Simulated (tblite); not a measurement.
Compound: CH₈O₃Si₃.
Cartesian coordinates in Å at the GFN2-xTB level; atoms count from 1:
```xyz
15
CH8O3Si3 angstrom
Si     2.4317   -0.1523    0.3409
O      1.1573    0.5288   -0.4146
C      0.1275   -0.1377   -1.0207
O     -0.3528   -1.1390   -0.2150
Si    -1.5043   -0.7545    0.9149
Si    -1.9717    1.1862   -0.2477
O     -0.8354    0.7567   -1.3753
H      3.1696   -1.0148   -0.5852
H      2.0201   -0.9382    1.5044
H      3.1261    1.0758    0.6938
H      0.4964   -0.6174   -1.9467
H     -0.8345   -0.6337    2.2167
H     -2.3332   -1.9553    0.8608
H     -3.1347    1.3471   -1.1150
H     -1.5666    2.4562    0.3666
```

Computed values, GFN2-xTB/tblite, gas phase, harmonic and unscaled. The method is semi-empirical: single wavenumbers can be off by several per cent or more. Modes of hydrogen on silicon can be 10 to 20 % off. One conformer, not necessarily the lowest.

Harmonic wavenumbers (cm⁻¹): 46.2, 70.6, 90.8, 150.1, 163.2, 326.7, 338.5, 418.1, 426.9, 469.4, 504.3, 600.4, 609.5, 610.3, 619.8, 641.9, 683.5, 727.9, 735.1, 739.4, 773.5, 777.9, 792.7, 808.6, 827.3, 877.9, 1059.8, 1109.8, 1117.1, 1316.8, 1335.9, 2175.4, 2191.2, 2231.1, 2260.1, 2265.1, 2270.9, 2338.2, 2827.7.

A = 2704, B = 1086, C = 911.7 MHz; mass 151.978 u (most abundant isotopes); point group C1, symmetry number 1.

Q: What is the zero-point energy?

A: Half the sum of the wavenumbers: 19165 cm⁻¹ = 54.80 kcal/mol.

Q: Entropy at 273.15 K, 1 bar (ideal gas, RRHO, classical rotation)?

A: Translation 40.56, rotation 28.91, vibration 25.64: S = 95.1 cal/(mol K).

Q: And Cp and H(273.15 K) − H(0)?

A: Cp = 36.80 cal/(mol K), of which vibrations give 28.85 (their classical limit is 39 R = 77.5); H(273.15 K) − H(0) = 5.93 kcal/mol without the zero-point energy, 3.76 from vibrations.

Q: Which modes carry the vibrational entropy at 273.15 K?

A: 46.2 cm⁻¹: 4.80; 70.6 cm⁻¹: 3.96; 90.8 cm⁻¹: 3.47; 150.1 cm⁻¹: 2.51; 163.2 cm⁻¹: 2.35; 326.7 cm⁻¹: 1.14 cal/(mol K); the other 33 give 7.42 together.

Q: Blend soft modes into free rotors: weight 1/[1 + (100 cm⁻¹/ν̃)⁴] for the oscillator and the rest for a rotor with moment μB/(μ + B), μ = h/(8π²ν), B = 10⁻⁴⁴ kg m². What vibrational entropy results?

A: 23.38 cal/(mol K) in place of 25.64, which changes −T·S at 273.15 K by +0.62 kcal/mol.

Q: What must be added to the electronic energy to get the Gibbs energy at 273.15 K and 1 bar?

A: ZPE + [H(273.15 K) − H(0)] − T·S = 54.80 + 5.93 − 25.98 = 34.75 kcal/mol.

Q: How do the functions run with temperature in this model?

A: 
```
 T (K)  S (cal/(mol K))  Cp (cal/(mol K))  H − H(0) (kcal/mol)  G − H(0) (kcal/mol)  ln q(vib)
   150             77.7              22.5                 2.27                -9.39       2.94
   250             92.0              34.2                 5.11               -17.89       5.40
298.15             98.5              39.4                 6.88               -22.47       6.62
   400            111.3              48.1                11.36               -33.16       9.24
   600            133.1              59.4                22.21               -57.68      14.27
   900            159.3              69.1                41.63              -101.71      21.14
```

q(vib) and H(0) count from the zero-point level.

Hindered rotation and anharmonicity are outside this model. Other conformers, if any are populated, would add a mixing term that is left out. The structure is chiral; the term R ln 2 for an equal mix with its mirror image is left out.

Time: 0.64 s of wall time. Hardware: Arm Neoverse V1, one thread, no GPU, shared host with 32 logical CPUs at a one-minute load of 17. This covers the Hessian and the dipole derivatives.
